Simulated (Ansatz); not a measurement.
Ansatz (a program for electronic structure) input (SVWN5/def2-TZVPD):

Ansatz 0.2 input:
```yaml
crystal:
  periodic: [false, false, false]
  atoms:
    - {symbol: I, position_ang: [2.05262291, -0.38934853, 0.07181455]}
    - {symbol: C, position_ang: [-0.03647852, -0.17554868, -0.01012128]}
    - {symbol: C, position_ang: [-0.89815393, -1.32950737, -0.10412878]}
    - {symbol: C, position_ang: [-2.18740293, -0.95855933, -0.14310828]}
    - {symbol: Se, position_ang: [-2.51582401, 0.86836008, -0.06905971]}
    - {symbol: C, position_ang: [-0.63567184, 1.03827646, 0.02224483]}
    - {symbol: H, position_ang: [-0.53263127, -2.34463704, -0.13718718]}
    - {symbol: H, position_ang: [-0.17212330, 2.00789987, 0.08972695]}
basis:
  gaussian:
    orbitals: def2-TZVPD
hamiltonian:
  xc: {name: SVWN5}
magnetization: {spin_polarized: true, initial_magnetization: 1}
output: {forces: true}
```

Output:

```
Functional definition: SVWN5
integrals: 0.31 GiB planned
1635 factors; their error is unknown
0.21 GiB of the device are held for the grids
2.05 GiB of device memory are held for the factors and their scratch space
mean field: 2.06 GiB planned
mean field evaluation 1: about -77447.0199 eV, gradient 8.7e1 eV
mean field evaluation 2: about -76753.5931 eV, gradient 2.7e2 eV
mean field evaluation 4: about -77474.0854 eV, gradient 4.6e1 eV
mean field evaluation 8: about -77487.8999 eV, gradient 1.1e0 eV
mean field evaluation 16: about -77487.8615 eV, gradient 4.4e-2 eV
mean field evaluation 32: about -77486.4060 eV, gradient 2.7e0 eV
mean field evaluation 64: about -77486.1590 eV, gradient 1.2e0 eV
mean field -77487.86147794 eV, -2847.6263861554 hartree, gradient 4.3e-6 eV, S^2 0.757892; 5 other end points of the search recorded, 0 dependent functions left out
the calculation of the forces begins
reference -77487.86152667 eV, -2847.6263879460 hartree; 43, 42 occupied and 239, 240 virtual orbitals, 1635 factors
Total energy: -77487.86152667 eV, -2847.6263879460 hartree
Atom 0 at     2.052623    -0.389349     0.071815 Å, force    -0.528946     0.061595    -0.020384 eV/Å
Atom 1 at    -0.036479    -0.175549    -0.010121 Å, force    -0.011882    -0.376761    -0.018788 eV/Å
Atom 2 at    -0.898154    -1.329507    -0.104129 Å, force     0.059934     0.669060     0.035080 eV/Å
Atom 3 at    -2.187403    -0.958559    -0.143108 Å, force     0.050877     0.521768     0.027540 eV/Å
Atom 4 at    -2.515824     0.868360    -0.069060 Å, force     0.592442    -0.492401     0.002306 eV/Å
Atom 5 at    -0.635672     1.038276     0.022245 Å, force    -0.501114    -0.389379    -0.041015 eV/Å
Atom 6 at    -0.532631    -2.344637    -0.137187 Å, force     0.165117    -0.421398    -0.013132 eV/Å
Atom 7 at    -0.172123     2.007900     0.089727 Å, force     0.173572     0.427516     0.028392 eV/Å
Dipole moment:    -0.057198     0.140524     0.004285 e Å
```

It need not be the lowest isomer of its formula.
